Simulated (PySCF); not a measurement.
**Electron correlation in B⁺ (boron, charge +1)**

[He] 2s2, closed-shell 1S. Calculation: PySCF 2.14, in cc-pVTZ-DK; the spin-free X2C one-electron Hamiltonian (Gaussian nucleus). Frozen: 1s2; 2 electrons correlated.

Total MP2 correlation energy: -35.89 mhartree.

Same-spin part 0.00 and opposite-spin part -35.89 mhartree; SCS-MP2 scales them by 1/3 and 6/5 to -43.07 mhartree.

With two correlated electrons CCSD is exact within the correlated space (frozen core and kept virtual orbitals).

| level | correlation energy (mhartree) |
| --- | --- |
| CCSD | -59.75 |

Diagnostics: T1 = 0.012, D1 = 0.0170, largest double amplitude 0.150.

Is a single reference adequate?

Not fully. A double-excitation amplitude exceeds 0.15, a sign of near-degeneracy.
